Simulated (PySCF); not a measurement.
**NMR data sheet: C6H11N3Si**

```yaml
Formula: C6H11N3Si
SMILES: C=Cc1cnnn1[SiH](C)C
Point_group_of_the_computed_structure: C1
Degrees_of_unsaturation: 4
Carbon_signals: 5
Proton_signals: 6
```

Molfile (atoms numbered from 1):
```
C6H11N3Si
     RDKit          3D

 21 21  0  0  0  0  0  0  0  0999 V2000
    3.2586   -1.0237   -0.1259 C   0  0  0  0  0  0  0  0  0  0  0  0
    2.0414   -0.5137   -0.2801 C   0  0  0  0  0  0  0  0  0  0  0  0
    1.1982   -0.0974    0.8087 C   0  0  0  0  0  0  0  0  0  0  0  0
    1.4007   -0.0571    2.1793 C   0  0  0  0  0  0  0  0  0  0  0  0
    0.2850    0.4223    2.7546 N   0  0  0  0  0  0  0  0  0  0  0  0
   -0.5768    0.6773    1.8497 N   0  0  0  0  0  0  0  0  0  0  0  0
   -0.0694    0.3800    0.6456 N   0  0  0  0  0  0  0  0  0  0  0  0
   -1.0805    0.6156   -0.7932 Si  0  0  0  0  0  4  0  0  0  0  0  0
   -2.5859    1.5857   -0.1962 C   0  0  0  0  0  0  0  0  0  0  0  0
   -1.5220   -1.1068   -1.4623 C   0  0  0  0  0  0  0  0  0  0  0  0
    3.6977   -1.1626    0.8470 H   0  0  0  0  0  0  0  0  0  0  0  0
    3.8556   -1.3194   -0.9709 H   0  0  0  0  0  0  0  0  0  0  0  0
    1.6224   -0.3847   -1.2693 H   0  0  0  0  0  0  0  0  0  0  0  0
    2.2562   -0.3334    2.7592 H   0  0  0  0  0  0  0  0  0  0  0  0
   -0.2455    1.3711   -1.7407 H   0  0  0  0  0  0  0  0  0  0  0  0
   -3.3055    1.7216   -0.9974 H   0  0  0  0  0  0  0  0  0  0  0  0
   -2.3016    2.5668    0.1707 H   0  0  0  0  0  0  0  0  0  0  0  0
   -3.0786    1.0683    0.6216 H   0  0  0  0  0  0  0  0  0  0  0  0
   -0.6412   -1.7187   -1.6368 H   0  0  0  0  0  0  0  0  0  0  0  0
   -2.1573   -1.6440   -0.7625 H   0  0  0  0  0  0  0  0  0  0  0  0
   -2.0606   -1.0302   -2.4014 H   0  0  0  0  0  0  0  0  0  0  0  0
  1  2  2  0
  2  3  1  0
  3  4  2  0
  4  5  1  0
  5  6  2  0
  6  7  1  0
  7  8  1  0
  8  9  1  0
  8 10  1  0
  7  3  1  0
  1 11  1  0
  1 12  1  0
  2 13  1  0
  4 14  1  0
  8 15  1  0
  9 16  1  0
  9 17  1  0
  9 18  1  0
 10 19  1  0
 10 20  1  0
 10 21  1  0
M  END
```

- coordinates at the GFN2-xTB level
- σ from GIAO-PBE0/pcSseg-1
- code: PySCF
- one computed conformer, relativity neglected, gas phase, averaged over atoms made equivalent by symmetry, fast rotation or ring inversion

δ = σ(ref) − σ, references computed at the same level: TMS for 1H, 13C, 29Si; 15N against NH3.

| carbon | δC, type | δH (multiplicity) | HMBC from (2–3 bonds) | span of the C tensor (ppm) |
| --- | --- | --- | --- | --- |
| C1 | 122.6, CH2 | H11 6.30 (m); H12 5.74 (m) | H13 | 212 |
| C2 | 129.5, CH | 7.00 (m) | H14, H11, H12 | 224 |
| C3 | 148.3, C | – | H14, H13, H11, H12, H15 | 157 |
| C4 | 135.2, CH | 8.22 (s) | H13 | 151 |
| C9/C10 | -1.5, CH3 | 0.62 (d) | H15, H16/H17/H18/H19/H20/H21 | 12 |

Other nuclei:
| atoms | nucleus | environment | δ (ppm) | σ (ppm) |
| --- | --- | --- | --- | --- |
| H15 | 1H | hydrogen on a silicon bonded to 2 C, N | 5.52 | 26.20 |
| Si8 | 29Si | silicon bonded to 2 C, N, H | -7.1 | 356.2 |
| N6 | 15N | pyridine-type nitrogen of an azole | 411.0 | -143.3 |
| N5 | 15N | pyridine-type nitrogen of an azole | 396.5 | -128.8 |
| N7 | 15N | pyrrole-type ring nitrogen | 266.3 | 1.4 |

Carbon types of the structure: 1 × C, 2 × CH, 1 × CH2, 2 × CH3, leaving 1 H on heteroatoms. δC 148.3: substituted aromatic carbon next to a ring nitrogen. δC 135.2: aromatic CH next to a ring nitrogen. δC 129.5: alkene CH; the olefinic region. δC 122.6: terminal =CH2 carbon; an sp2 carbon of a C=C bond. δH 7.00: hydrogen on an alkene CH; olefinic region.

Shifts are as computed. Against solution values, carbons near 30 ppm lie about +3 ppm off and those near 130 ppm about +5 ppm. Of 1211 compounds with measured shifts, 218 miss one by over three times the rms of a fit or turn the order of signals round; such compounds aren't used in these exercises. Experimental scales use liquid or dissolved standards, which lie at an offset from isolated NH3 (liquid NH3: subtract about 20 ppm). Unscaled 15N shifts of sp2 nitrogen come out 20 to 40 ppm too high even then. Multiplicities follow the n + 1 count of equivalent neighbours, as no J values were calculated; m marks all less simple cases, F and P coupling included.
